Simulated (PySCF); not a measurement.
**Molecular orbitals of CaS⁺**

B2PLYP at R = 2.472 Å; PySCF, no relativity, basis sets Ca aug-pcseg-1, S aug-pcseg-1. State: ²Π (doublet), unpaired electrons π ↑. Only the outer orbitals are listed, counted within each symmetry.

```
spin  orbital  occ.  ε (eV)  on Ca (%)           main shells (%)
   α       3π     1  -38.89        100                  100 Ca p
   α       3π     1  -38.81        100                  100 Ca p
   α       8σ     1  -38.78         99                   99 Ca p
   α       9σ     1  -24.89          1                    98 S s
   α       4π     1  -13.70          4                    95 S p
   α      10σ     1  -13.13         12                    85 S p
   α       4π     1  -12.36          7                    92 S p
   α      11σ     0   -6.65         97          77 Ca s, 16 Ca p
   α      12σ     0   -4.84         81  70 Ca d, 15 Ca p, 12 S s
   α       5π     0   -4.78         96          57 Ca d, 38 Ca p
   β       3π     1  -38.87        100                  100 Ca p
   β       3π     1  -38.83        100                  100 Ca p
   β       8σ     1  -38.76         99                   99 Ca p
   β       9σ     1  -23.08          4                    96 S s
   β      10σ     1  -12.69         15                    82 S p
   β       4π     1  -11.90          9                    90 S p
   β       4π     0   -6.89         25           74 S p, 19 Ca d
   β      11σ     0   -6.63         97          75 Ca s, 16 Ca p
   β      12σ     0   -4.83         81  69 Ca d, 16 Ca p, 12 S s
```

Question: Which are the highest filled and the lowest empty level, where do they sit, and how wide is the gap?

Answer: Highest filled β 4π at -11.90 eV (in %: 90 S p); lowest empty β 4π at -6.89 eV (in %: 74 S p, 19 Ca d); the gap at B2PLYP is 5.01 eV. Both belong to one degenerate shell, split only by its one-sided filling, so this is no excitation gap.

The bond order (Mayer) is 0.87 and the ⟨S²⟩ is 0.755. The charge on Ca (Mulliken, basis-dependent) is 1.49, the charge on Ca (Löwdin, basis-dependent) is 1.25 and the dipole moment (positive dipole points towards S; it is taken about the centre of mass and depends on that origin) is -10.55 D.

Correlated steps freeze 10 core orbitals. B2PLYP dipoles, levels and charges come from its SCF part alone. The state is the lowest determinant that a PBE0 search found; another state may lie lower at other levels.
